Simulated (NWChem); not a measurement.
Species: CH₆InN; SMILES [NH](C)[InH2]

```xyz
9

In     0.0251    -0.6399     0.0000
H     -1.2780    -1.7646     0.0000
H      1.7282    -0.8948     0.0000
N     -0.5287     1.3095     0.0000
C      0.3087     2.4795     0.0000
H     -1.5184     1.5343     0.0000
H      0.1566     3.1231     0.8892
H      0.1566     3.1231    -0.8892
H      1.3722     2.1911     0.0000
```
Atoms are numbered in this order, from 1.

Computed with NWChem. Medium grid unless said otherwise, to which SCAN and Minnesota functionals are sensitive. All runs use the structure optimised with PBE0/def2-SVP. def2 effective core potentials on In; no spin-orbit coupling. Hybrids' shares of exact exchange are those that their runs print; pure functionals count as 0. The functionals differ in more than this share.

| row | share of exact exchange | orbital gap (eV) |
|---|---|---|
| PBE/def2-TZVP | 0.00 | 3.29 |
| LDA (Slater exchange, PW92)/def2-TZVP | 0.00 | 3.25 |
| B3LYP/def2-TZVP | 0.20 | withheld |
| M06/def2-TZVP | 0.27 | 4.99 |
| M05-2X/def2-TZVP | 0.56 | 7.23 |

**Question.** Fit a straight line of the last column on the one before it, predict the withheld value, and compare with the run.

**Answer.** 
1. Means of the 4 shown rows: x = 0.208, y = 4.690. Slope Σ(x − x̄)(y − ȳ)/Σ(x − x̄)² = 1.503/0.2143 = 7.016; intercept 3.234.
2. The shown rows scatter about the line by 0.082 (root mean square); the largest residual is -0.14, at M06/def2-TZVP.
3. At x = 0.20 (B3LYP/def2-TZVP; inside the shown range) the line gives 4.64.
4. The run gives 4.70, +0.06 from the line, 0.7 times the scatter.
